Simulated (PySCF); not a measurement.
Zn(F)(OMe) (CH3FOZn), SMILES C[O][Zn][F]. Heavy atoms are numbered as in [Zn:1]([F:2])[O:3][CH3:4]. Hydrogens are named by the atom that carries them.

The structure is a stationary point at B3LYP-D3(BJ)/def2-SVP. The values are those of a single conformer.

All values below come from PySCF with KT2/pcSseg-1.

GIAO shieldings, no solvent; atoms alike by connectivity are averaged. δ = σ(ref) − σ: ¹⁹F against CFCl3 (σ = 127.1 ppm); ¹⁷O against H2O (σ = 330.4 ppm); ¹³C against TMS (σ = 185.1 ppm); ¹H against TMS (σ = 31.47 ppm), references at their B3LYP-D3(BJ)/def2-TZVP geometries, non-relativistic.

```tsv
nucleus	atoms	count	δ (ppm)
¹⁹F	F2	1	-274.4
¹⁷O	O3	1	23.6
¹³C	C4 (CH3)	1	63.3
¹H	H on C4	3	4.59
```
